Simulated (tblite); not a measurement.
C6H11FSSi.
Numbering: `[CH:1]#[C:2][CH2:3][C@@:4]([F:5])([SiH2:6][CH3:7])[S:8][CH3:9]` (hydrogens: H10 on C1; H11, H12 on C3; H13, H14 on Si6; H15, H16, H17 on C7; H18, H19, H20 on C9)

Structure used (GFN2-xTB), in Å, numbered top down from 1:
```
atom  x, y, z in Å
C1     3.1147   -0.2327    0.8518
C2     2.2892    0.0125    0.0214
C3     1.2877    0.3457   -0.9661
C4    -0.1218    0.0706   -0.4515
F5    -1.0013    0.4545   -1.4671
Si6   -0.4660   -1.7923   -0.0496
C7    -2.3205   -1.9539    0.2806
S8    -0.5273    1.0518    1.0357
C9    -0.3053    2.7529    0.4266
H10    3.8421   -0.4594    1.5722
H11    1.4433   -0.2578   -1.8666
H12    1.3897    1.3990   -1.2490
H13    0.3643   -2.1546    1.0966
H14   -0.0547   -2.5119   -1.2617
H15   -2.9041   -1.6048   -0.5674
H16   -2.5924   -2.9871    0.4711
H17   -2.6095   -1.3630    1.1457
H18   -0.8336    3.3951    1.1238
H19   -0.7496    2.8341   -0.5613
H20    0.7501    3.0120    0.4116
```

All values are computed: GFN2-xTB (tblite) harmonic vibrations without scaling, gas phase. Against measured fundamentals such values can be off by several per cent, at times by over 20. Modes of hydrogen on silicon can be 10 to 20 % off. One conformer, not necessarily the lowest.

Harmonic wavenumbers (cm⁻¹): 25.3, 45.5, 69.8, 97.9, 117.7, 127.5, 155.8, 177.7, 216.2, 234.7, 274.2, 306.6, 332.0, 354.7, 445.8, 479.7, 533.2, 586.7, 640.5, 664.6, 685.4, 720.4, 732.0, 749.9, 778.9, 823.9, 842.1, 928.8, 943.3, 950.5, 987.9, 1014.0, 1088.2, 1163.0, 1286.4, 1310.4, 1361.0, 1443.0, 1450.3, 1464.9, 1465.5, 1468.0, 2229.1, 2295.7, 2299.0, 2928.5, 2951.0, 3016.6, 3032.4, 3034.1, 3036.9, 3050.4, 3056.8, 3401.8.

A = 1289, B = 1013, C = 754.8 MHz; mass 162.033 u (most abundant isotopes); point group C1, symmetry number 1.

Question: Zero-point energy?

Answer: ½Σν̃ = 31938 cm⁻¹ = 382.07 kJ/mol.

Question: What is S at 400 K and 1 bar for an ideal gas of classical rigid rotors and harmonic oscillators?

Answer: Translation 178.42, rotation 129.89, vibration 244.24: S = 552.5 J/(mol K).

Question: And Cp and H(400 K) − H(0)?

Answer: Cp = 245.94 J/(mol K), of which vibrations give 212.68 (their classical limit is 54 R = 449.0); H(400 K) − H(0) = 60.84 kJ/mol without the zero-point energy, 47.53 from vibrations.

Question: Which modes carry the vibrational entropy at 400 K?

Answer: 25.3 cm⁻¹: 28.25; 45.5 cm⁻¹: 23.37; 69.8 cm⁻¹: 19.83; 97.9 cm⁻¹: 17.04; 117.7 cm⁻¹: 15.52; 127.5 cm⁻¹: 14.87 J/(mol K); the other 48 give 125.37 together.

Question: What must be added to the electronic energy to get the Gibbs energy at 400 K and 1 bar?

Answer: ZPE + [H(400 K) − H(0)] − T·S = 382.07 + 60.84 − 221.02 = 221.89 kJ/mol.

Question: How do the functions run with temperature in this model?

Answer: 
```tsv
T (K)	S (J/(mol K))	Cp (J/(mol K))	H − H(0) (kJ/mol)	G − H(0) (kJ/mol)	ln q(vib)
150	373.2	131.6	12.79	-43.19	5.48
250	452.4	182.1	28.51	-84.60	9.50
298.15	486.4	204.5	37.82	-107.21	11.34
600	664.3	304.9	116.34	-282.22	21.87
900	799.4	361.1	216.90	-502.56	30.84
```

q(vib) and H(0) count from the zero-point level.

Hindered rotation and anharmonicity are outside this model. Other conformers, if any are populated, would add a mixing term that is left out. The structure is chiral; the term R ln 2 for an equal mix with its mirror image is left out.
